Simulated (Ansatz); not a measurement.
`C=[C](F)[GeH3]` → `C=CF` + `[GeH2]` at 298.15 K and 1 bar (germylene formation by 1,1-elimination).

Calculated with Ansatz (gas phase, PBE0-D4/def2-TZVP geometries, no zero-point term in ΔE). CBS: MP2 limit from def2 TZ/QZ plus the TZ coupled-cluster correction, frozen cores. For Ge outer-core shells are correlated without core-valence functions, which leaves a few kJ/mol of doubt a bond. Scalar relativity is left out up to krypton.

| species | CCSD(T)/CBS energy (Eh) | H − E (kJ/mol) | S (J/(mol·K)) |
| --- | --- | --- | --- |
| `C=[C](F)[GeH3]` | -2254.97045 | 168.7 | 320.3 |
| `C=CF` | -177.66469 | 127.2 | 252.2 |
| `[GeH2]` | -2077.24753 | 38.7 | 220.4 |

H − E and S are ideal-gas, rigid-rotor, harmonic terms from PBE0-D4/def2-TZVP. 1 Eh = 2625.50 kJ/mol, R = 8.31446 J/(mol·K).

Question: By hand: ΔE, ΔH, ΔS and ΔG.

Answer: ΔE = (-177.66469) + (-2077.24753) − (-2254.97045) = 0.05823 Eh = 152.9 kJ/mol. Δ(H − E) = 127.2 + 38.7 − 168.7 = -2.8, so ΔH = 150.1 kJ/mol. ΔS = 252.2 + 220.4 − 320.3 = 152.3 J/(mol·K). ΔG = 150.1 − 298.15 × (152.3)/1000 = 104.7 kJ/mol.

Question: By hand: the equilibrium constant, and the temperature at which ΔG would vanish if ΔH and ΔS stayed fixed.

Answer: log₁₀ K = −ΔG/(RT ln 10) = -18.3. ΔG = 0 at ΔH/ΔS = 986 K.

The number of gas molecules changes by +1, which sets the sign of ΔS. A doubt of 5 kJ/mol in ΔE shifts log₁₀ K by 0.9 here. These are equilibria of isolated gas molecules and say nothing of rates. Largest T1 diagnostic: 0.012 (customary marks: 0.02 for closed shells, 0.045 for open ones).
